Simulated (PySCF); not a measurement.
## Correlation energy of Pb (lead, neutral)

Starting occupation: [Xe] 4f14 5d10 6s2 6p2, 6p1/2 with m_j = -1/2, +1/2. All numbers are calculated (PySCF 2.14, X2C-1e with screened-nucleus spin-orbit coupling, Gaussian nucleus, in x2c-TZVPPall-2c with one added diffuse shell each of s, p, d, f type (12s12p10d4f, 126 functions)). Frozen: [Kr] 4d10 4f14; 22 electrons correlated; the 40 highest virtual spinors left out.

MP2 pair energies summed by pair of shells (mhartree):

| pair | energy | share (%) |
| --- | --- | --- |
| 5d3/2-5d5/2 | -108.53 | 21.0 |
| 5d5/2-5d5/2 | -79.19 | 15.3 |
| 5d5/2-6s1/2 | -45.57 | 8.8 |
| 5d3/2-5d3/2 | -32.13 | 6.2 |
| 5d5/2-5p3/2 | -31.20 | 6.0 |
| 5d3/2-6s1/2 | -28.58 | 5.5 |
| 5d5/2-6p1/2 | -23.16 | 4.5 |
| 5d3/2-5p3/2 | -21.95 | 4.3 |
| 6p1/2-6s1/2 | -18.02 | 3.5 |
| 5d3/2-6p1/2 | -15.04 | 2.9 |
| 6s1/2-6s1/2 | -13.71 | 2.7 |
| 5d5/2-5p1/2 | -13.63 | 2.6 |
| 6p1/2-6p1/2 | -11.93 | 2.3 |
| 5p3/2-5p3/2 | -10.64 | 2.1 |
| 5p1/2-5p3/2 | -9.38 | 1.8 |
| 5d3/2-5p1/2 | -8.89 | 1.7 |
| 5d5/2-5s1/2 | -8.87 | 1.7 |
| 5p3/2-5s1/2 | -7.21 | 1.4 |
| 5p3/2-6s1/2 | -6.89 | 1.3 |
| 5d3/2-5s1/2 | -6.00 | 1.2 |
| 5p3/2-6p1/2 | -3.42 | 0.7 |
| 5p1/2-5s1/2 | -3.36 | 0.7 |
| 5p1/2-5p1/2 | -2.47 | 0.5 |
| 5p1/2-6s1/2 | -2.32 | 0.4 |
| 5s1/2-5s1/2 | -2.00 | 0.4 |
| 5p1/2-6p1/2 | -0.99 | 0.2 |
| 5s1/2-6s1/2 | -0.86 | 0.2 |
| 5s1/2-6p1/2 | -0.37 | 0.1 |

Total MP2 correlation energy: -516.30 mhartree.

The virtual space was cut to 108 spinors, which keep -513.66 of the -516.30 mhartree of MP2 correlation.

```tsv
level	correlation energy (mhartree)
CCSD	-482.27
```

Diagnostics: T1 = 0.0076, largest double amplitude 0.112.

Cost of the coupled-cluster step: 330 s of wall time on 4 threads of Neoverse-V2 (shared host), for 22 occupied and 108 virtual spinors.

Iterations:

```
Init t2, MP2 energy = -0.513662301570056
CCSD nocc = 22, nmo = 130
Init t2, MP2 energy = -0.513662301570056
Init E_corr(GCCSD) = -0.513662301570056
cycle = 1  E_corr(GCCSD) = -0.466930306152091  dE = 0.0467319954  norm(t1,t2) = 0.0749616
cycle = 2  E_corr(GCCSD) = -0.481569935424982  dE = -0.0146396293  norm(t1,t2) = 0.0280374
cycle = 3  E_corr(GCCSD) = -0.480320228726157  dE = 0.0012497067  norm(t1,t2) = 0.0160676
cycle = 4  E_corr(GCCSD) = -0.482353768819041  dE = -0.00203354009  norm(t1,t2) = 0.00923417
cycle = 5  E_corr(GCCSD) = -0.482378906196541  dE = -2.51373775e-05  norm(t1,t2) = 0.00237718
cycle = 6  E_corr(GCCSD) = -0.482244125430761  dE = 0.000134780766  norm(t1,t2) = 0.00047256
cycle = 7  E_corr(GCCSD) = -0.482266620654619  dE = -2.24952239e-05  norm(t1,t2) = 9.74698e-05
cycle = 8  E_corr(GCCSD) = -0.482267254915665  dE = -6.34261047e-07  norm(t1,t2) = 1.45852e-05
cycle = 9  E_corr(GCCSD) = -0.482266428907962  dE = 8.26007704e-07  norm(t1,t2) = 4.08792e-06
cycle = 10  E_corr(GCCSD) = -0.482266607126475  dE = -1.78218514e-07  norm(t1,t2) = 1.25695e-06
cycle = 11  E_corr(GCCSD) = -0.48226661144321  dE = -4.31673486e-09  norm(t1,t2) = 3.19974e-07
GCCSD converged
E(GCCSD) = -20904.00159895538  E_corr = -0.48226661144321
```

This basis was not built for core-valence correlation, so the inner-shell part is incomplete.
